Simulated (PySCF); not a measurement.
r2SCAN0 on Cr- (chromium, charge -1), [Ar] 3d5 4s2, high-spin 6S determinant. Computed with PySCF 2.14 in aug-cc-pwCVQZ (11s10p8d5f4g3h, 185 functions), with the non-relativistic Hamiltonian (point nucleus).

```
cycle= 1 E= -1044.42511178332  delta_E= -0.0125  |g|= 0.0511  |ddm|= 3.67
cycle= 2 E= -1044.42491746576  delta_E= 0.000194  |g|= 0.0787  |ddm|= 0.556
cycle= 3 E= -1044.4265744627  delta_E= -0.00166  |g|= 0.00834  |ddm|= 0.0934
cycle= 4 E= -1044.42663613435  delta_E= -6.17e-05  |g|= 0.00461  |ddm|= 0.0992
cycle= 5 E= -1044.42664781359  delta_E= -1.17e-05  |g|= 0.00062  |ddm|= 0.0417
cycle= 6 E= -1044.4266484371  delta_E= -6.24e-07  |g|= 0.000103  |ddm|= 0.00876
cycle= 7 E= -1044.4266484823  delta_E= -4.52e-08  |g|= 2.04e-05  |ddm|= 0.00323
cycle= 8 E= -1044.42664848309  delta_E= -7.89e-10  |g|= 4.87e-06  |ddm|= 0.000422
converged SCF energy = -1044.42664848309  <S^2> = 9.0118875  2S+1 = 6.0866699
```

Highest occupied orbital energy: 0.689 eV; ⟨L²⟩ = 0.00; populations by l: s 8.00, p 12.00, d 5.00, f 0.00.

Problem. Can this result be used?

Solution. With care. Self-consistency was reached. ⟨S²⟩ = 9.01 against 8.75 shows spin contamination. At r2SCAN0 the highest occupied level has a positive energy, so only the finite basis holds that electron; in a semilocal or global hybrid functional this comes from self-interaction and does not mean that the real anion is unbound.
